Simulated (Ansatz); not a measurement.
SnGe₅ (the lowest singlet isomer of a short search). Charge 0, multiplicity 1. Geometry r2SCAN-D4/def2-SVP, basis def2-TZVP, Ansatz.

| atom | x (Å) | y (Å) | z (Å) |
| --- | --- | --- | --- |
| Ge1 | 0.018 | -0.936 | -1.123 |
| Ge2 | 0.094 | 0.898 | 1.151 |
| Ge3 | -1.866 | 0.645 | -0.459 |
| Ge4 | -0.986 | -1.397 | 1.160 |
| Ge5 | 0.617 | 1.525 | -1.250 |
| Sn6 | 2.123 | -0.734 | 0.521 |

```csv
run,HOMO (eV),LUMO (eV)
A,-6.07,-2.68
B,-5.25,-3.25
C,-5.80,-3.07
D,-5.50,-3.30
E,-5.38,-3.07
```

In the def2 sets Sn takes a core potential; there is no spin–orbit coupling. The structure comes from a short search, and lower isomers may exist.

Task: The runs used B97M-V, PBE, PBE0, r2SCAN, r2SCANh. Estimate which is which.

Result: A PBE0 (25 % exact exchange); B PBE (0 % exact exchange); C r2SCANh (10 % exact exchange); D r2SCAN (0 % exact exchange); E B97M-V (0 % exact exchange). Exact exchange lowers occupied and raises empty levels; among semilocal functionals meta-GGAs tend to open the gap a little, and such runs are hard to tell apart. The gap grows from 2.00 eV (PBE) to 3.39 eV (PBE0). The restricted singlet is unstable towards broken spin symmetry in Hartree–Fock (as tested in another run); at PBE0-D4/def2-TZVP, r2SCANh-D4/def2-TZVP, r2SCAN-D4/def2-TZVP, B97M-V/def2-TZVP this wasn't settled.
